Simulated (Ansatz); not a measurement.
Ansatz results at the PBE0-D4/def2-TZVP geometry: HOMO energy (ωB97M-V/def2-TZVPP) -10.03 eV; HOMO energy (B3LYP/def2-TZVPP) -7.59 eV; LUMO energy (ωB97M-V/def2-TZVPP) 0.22 eV.

Problem. Which molecule gave them?
A. `[F][AlH][SeH]`
B. `C[N](C)[AlH][Cl]`
C. `C#[C][Al]([F])[F]`
D. `C#[C][AlH][CH3]`

Solution. D. The others give `C[N](C)[AlH][Cl]`: -8.95, -6.46, 1.02; `C#[C][Al]([F])[F]`: -11.10, -8.56, 0.48; `[F][AlH][SeH]`: -9.77, -7.39, 0.56.

B3LYP here is the variant with VWN-RPA as its local correlation; programs differ in this.
